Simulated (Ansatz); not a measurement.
`Br[SiH2]Br` → Br₂ + `[SiH2]` at 700 K and 1 bar (silylene formation by 1,1-elimination).

Program: Ansatz. Geometries: PBE0-D4/def2-TZVP. ΔE: electronic, gas phase. CCSD(T)/CBS adds triple-zeta CCSD(T) − MP2 to the extrapolated MP2 energy (def2 sets, frozen cores). This one scheme is used for every species. For Br outer-core shells are correlated without core-valence functions, which leaves a few kJ/mol of doubt a bond. Scalar relativity is left out up to krypton.

```csv
species,CCSD(T)/CBS energy (Eh),H − E (kJ/mol),S (J/(mol·K))
`Br[SiH2]Br`,-5437.00625,97.1,376.7
Br₂,-5146.62008,26.4,276.4
`[SiH2]`,-290.19011,56.3,240.4
```

H − E and S are ideal-gas, rigid-rotor, harmonic terms from PBE0-D4/def2-TZVP. 1 Eh = 2625.50 kJ/mol, R = 8.31446 J/(mol·K).

Problem. By hand: ΔE, ΔH, ΔS and ΔG.

Solution. ΔE = (-5146.62008) + (-290.19011) − (-5437.00625) = 0.19606 Eh = 514.8 kJ/mol. Δ(H − E) = 26.4 + 56.3 − 97.1 = -14.4, so ΔH = 500.4 kJ/mol. ΔS = 276.4 + 240.4 − 376.7 = 140.1 J/(mol·K). ΔG = 500.4 − 700 × (140.1)/1000 = 402.3 kJ/mol.

Problem. By hand: the equilibrium constant, and the temperature at which ΔG would vanish if ΔH and ΔS stayed fixed.

Solution. log₁₀ K = −ΔG/(RT ln 10) = -30.0. ΔG = 0 at ΔH/ΔS = 3572 K, far beyond where these terms or the molecules hold.

The number of gas molecules changes by +1, which sets the sign of ΔS. A doubt of 5 kJ/mol in ΔE shifts log₁₀ K by 0.4 here. These are equilibria of isolated gas molecules and say nothing of rates. Largest T1 diagnostic: 0.014 (customary marks: 0.02 for closed shells, 0.045 for open ones).
